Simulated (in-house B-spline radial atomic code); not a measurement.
How numerical settings move a run on neutral boron, [He] 2s2 2p1. Computed with an all-electron radial atomic-structure program (B-spline basis): Dirac-Kohn-Sham PBE0, spherical fractional occupations, Fermi nucleus of rms radius 2.406 fm.

Command:
```bash
python run_scf.py task.json out
```
Settings of the sound reference run:
```
Z                5
electrons        5
configuration    [He] 2s2 2p1
hamiltonian      dirac
method           pbe0
spin_polarised   False
nucleus          fermi
rms_radius       2.406
mass_number      11
atomic_mass      11.00931
speed_of_light   137.036
knot_spacing     0.22
spline_order     8
gauss_points     12
box_radius       50
max_iterations   70
damping          0.5
damped_steps     3
diis_vectors     10
tolerance        1e-08
start            Thomas-Fermi
```

Cost of the run: 0.87 s on 1 thread of Intel(R) Xeon(R) 6975P-C (shared host).

It converges in 9 iterations to -24.575587 hartree, with 2p3/2 at -3.01549 eV. The other runs change the listed settings, some to values that make no sense; their results aren't properties of the atom or ion. Radii are in bohr (the nuclear one in fm), a minus after a letter asks for a j subshell, and «unchanged» means within 1e-8 hartree. The run stops when the residual is below 10 × tolerance × max(1, Z/10), or a noise floor if that is larger, and the energy moves by less than 1e-8 × √|E| hartree; so very loose and very tight tolerances often act alike.

| changed settings | outcome |
| --- | --- |
| knot_spacing = 0.75 | converged in 9 iterations, energy +3.65e-03 hartree from the reference, 2p3/2 level -1.0e-03 eV |
| first_knot = 0.06 | converged in 9 iterations, energy +2.34e-04 hartree from the reference, 2p3/2 level +3.1e-05 eV |
| box_radius = 5 | converged in 8 iterations, energy +4.21e-02 hartree from the reference, 2p3/2 level +1.8e+00 eV (the program warns: 2p3/2 reaches the box edge; 2s1/2 reaches the box edge) |
| knot_spacing = 0.55 | converged in 9 iterations, energy +1.54e-04 hartree from the reference, 2p3/2 level +1.4e-04 eV |
| electrons = 11, configuration = [He] 2s2 2p7, max_iterations = 50 | stopped with error: shell 2p holds at most 6 electrons |
| first_knot = 0.002 | converged in 9 iterations, energy -6.89e-07 hartree from the reference, 2p3/2 level +5.0e-06 eV |
| knot_spacing = 0.3 | converged in 9 iterations, energy +2.62e-06 hartree from the reference, 2p3/2 level -3.4e-06 eV |
| spline_order = 7, first_knot = 0.02, max_iterations = 75, damped_steps = 0 | converged in 7 iterations, energy +2.40e-05 hartree from the reference, 2p3/2 level +5.6e-06 eV |
| first_knot = 0.6 | converged in 9 iterations, energy +2.45e-02 hartree from the reference, 2p3/2 level +4.8e-02 eV |
| box_radius = 3 | converged in 7 iterations, energy +6.03e-01 hartree from the reference, 2p3/2 level +1.2e+01 eV (the program warns: 2p3/2 has a positive eigenvalue: unbound, held by the box; 2p1/2 has a positive eigenvalue: unbound, held by the box) |
| box_radius = 7.5 | converged in 8 iterations, energy +2.70e-03 hartree from the reference, 2p3/2 level +2.3e-01 eV (the program warns: 2p3/2 reaches the box edge; 2s1/2 reaches the box edge) |
| box_radius = 2 | converged in 7 iterations, energy +2.97e+00 hartree from the reference, 2p3/2 level +3.9e+01 eV (the program warns: 2p3/2 has a positive eigenvalue: unbound, held by the box; 2s1/2 has a positive eigenvalue: unbound, held by the box) |
| first_knot = 2e-05 | converged in 10 iterations, energy -5.49e-08 hartree from the reference, 2p3/2 level +3.4e-06 eV |
| box_radius = 15 | converged in 9 iterations, energy +2.31e-06 hartree from the reference, 2p3/2 level +5.8e-04 eV (the program warns: 2p3/2 reaches the box edge; 2p1/2 reaches the box edge) |
| knot_spacing = 0.4 | converged in 9 iterations, energy +8.42e-06 hartree from the reference, 2p3/2 level -5.2e-06 eV |
| knot_spacing = 0.15 | converged in 10 iterations, energy -9.17e-07 hartree from the reference, 2p3/2 level +7.6e-06 eV |
| knot_spacing = 1 | converged in 9 iterations, energy +4.31e-02 hartree from the reference, 2p3/2 level -7.8e-03 eV |
| first_knot = 0.0002 | converged in 9 iterations, energy -1.35e-07 hartree from the reference, 2p3/2 level +4.6e-06 eV |
| electrons = 6, configuration = [He] 2s2 2p1 3p-1, max_iterations = 100 | converged in 15 iterations to -24.5727 hartree, a different physical problem (warning: 3p1/2 has a positive eigenvalue: unbound, held by the box) |
| max_iterations = 12, damped_steps = 0, diis_vectors = 4 | converged in 7 iterations, energy unchanged, 2p3/2 level +1.6e-06 eV |

Problem. What happens with knot_spacing = 1.4?

Solution. Converged in 9 iterations, energy +9.09e-02 hartree from the reference, 2p3/2 level -3.3e-02 eV.

Problem. What happens with box_radius = 10?

Solution. Converged in 9 iterations, energy +2.48e-04 hartree from the reference, 2p3/2 level +3.4e-02 eV (the program warns: 2p3/2 reaches the box edge; 2s1/2 reaches the box edge).

Problem. What happens with box_radius = 200?

Solution. Converged in 9 iterations, energy unchanged.

Problem. What happens with method = tpss,tpss?

Solution. Stopped with error: meta-GGAs are not served with the Dirac Hamiltonian.
